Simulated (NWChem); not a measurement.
Molecule: CH3F3OSi; SMILES OC[Si](F)(F)F

```xyz
9

O      0.1922     2.3115    -0.0640
C     -0.8099     1.2914    -0.1353
Si    -0.0285    -0.4050    -0.0183
F      0.8244    -0.7886    -1.3094
F     -1.1151    -1.5555     0.2007
F      0.9641    -0.4169     1.2364
H      0.6008     2.2684     0.8150
H     -1.5894     1.4200     0.6330
H     -1.3060     1.4156    -1.1035
```
Atoms are numbered in this order, from 1.

All runs: NWChem. Pople sets run with spherical d functions. The geometry was optimised at B3LYP/6-31G* (spherical d). B3LYP is NWChem's, with the RPA form of VWN correlation. Level: B3LYP/6-31G* with SMD (1 M gas to 1 M solution), gas-phase geometry. Reactions with the solvent are ignored.

For solvent water:

```
Item                                         Result
-------------------------------------------  ------
solvation free energy (kcal/mol)               -5.0
cavity-dispersion-structure term (kcal/mol)     3.7
dipole in solution (D)                         2.29
```

### Question
How do the values read with solvent toluene instead?

### Answer
solvation free energy (kcal/mol): -3.3
cavity-dispersion-structure term (kcal/mol): -0.3
dipole in solution (D): 2.05
